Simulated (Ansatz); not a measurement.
The same molecule with X = F, Cl, I. Ansatz, PBE0-D4/def2-TZVP geometries, multiplicity 1.

Elements past krypton have def2 core potentials.

| X | molecule | mean X–C bond length / Å | LUMO energy (ωB97M-V/def2-TZVPP) / eV | LUMO energy (PBE/def2-TZVPP) / eV | size of the dipole moment (ωB97M-V/def2-TZVPP) / D |
| --- | --- | --- | --- | --- | --- |
| F | `FC1C=C1` | 1.387 | 1.83 | -1.44 | 2.29 |
| I | `IC1C=C1` | 2.177 | 1.40 | -1.78 | 2.98 |

Task: Give the row for X = Cl, `ClC1C=C1`. (Best estimate.)

Result: The calculation gave: 
```csv
X,molecule,mean X–C bond length / Å,LUMO energy (ωB97M-V/def2-TZVPP) / eV,LUMO energy (PBE/def2-TZVPP) / eV,size of the dipole moment (ωB97M-V/def2-TZVPP) / D
Cl,`ClC1C=C1`,1.799,1.66,-1.61,2.65
```

From F to I the mean X–C bond length rises at each step, by 0.790 Å in all; the LUMO energy (ωB97M-V/def2-TZVPP) falls at each step, by 0.43 eV in all; the LUMO energy (PBE/def2-TZVPP) falls at each step, by 0.34 eV in all. Bonds lengthen as the atom grows down the group. Dipoles are sizes alone, and their direction can turn along the series.
